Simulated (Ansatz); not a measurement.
`SB(Cl)Cl` + H₂O → `OB(S)Cl` + HCl at 400 K and 1 bar (formal hydrolysis of a B–Cl bond).

Computed with Ansatz on PBE0-D4/def2-TZVP structures; ΔE is electronic, products minus reactants. CBS: MP2 limit from def2 TZ/QZ plus the TZ coupled-cluster correction, frozen cores. This one scheme is used for every species. Each species was taken in one conformer, which may not be the lowest.

| species | CCSD(T)/CBS energy (Eh) | H − E (kJ/mol) | S (J/(mol·K)) |
| --- | --- | --- | --- |
| `SB(Cl)Cl` | -1342.83724 | 66.5 | 332.8 |
| H₂O | -76.37941 | 69.8 | 198.6 |
| `OB(S)Cl` | -958.85217 | 103.0 | 326.6 |
| HCl | -460.38127 | 29.6 | 195.4 |

H − E and S are ideal-gas, rigid-rotor, harmonic terms from PBE0-D4/def2-TZVP, for one conformer and one mirror image of each species. 1 Eh = 2625.50 kJ/mol, R = 8.31446 J/(mol·K).

**Question.** By hand: ΔE, ΔH, ΔS and ΔG.

**Answer.** ΔE = (-958.85217) + (-460.38127) − (-1342.83724) − (-76.37941) = -0.01679 Eh = -44.1 kJ/mol. Δ(H − E) = 103.0 + 29.6 − 66.5 − 69.8 = -3.7, so ΔH = -47.8 kJ/mol. ΔS = 326.6 + 195.4 − 332.8 − 198.6 = -9.4 J/(mol·K). ΔG = -47.8 − 400 × (-9.4)/1000 = -44.0 kJ/mol.

**Question.** By hand: the equilibrium constant, and the temperature at which ΔG would vanish if ΔH and ΔS stayed fixed.

**Answer.** log₁₀ K = −ΔG/(RT ln 10) = 5.7. ΔG = 0 at ΔH/ΔS = 5085 K, far beyond where these terms or the molecules hold.

The number of gas molecules stays the same, so ΔS is small and ΔH decides. A doubt of 5 kJ/mol in ΔE shifts log₁₀ K by 0.7 here. Other conformers and mirror images would add mixing entropy, several J/(mol·K) or more a flexible species. These are equilibria of isolated gas molecules and say nothing of rates. Largest T1 diagnostic: 0.012 (customary marks: 0.02 for closed shells, 0.045 for open ones).
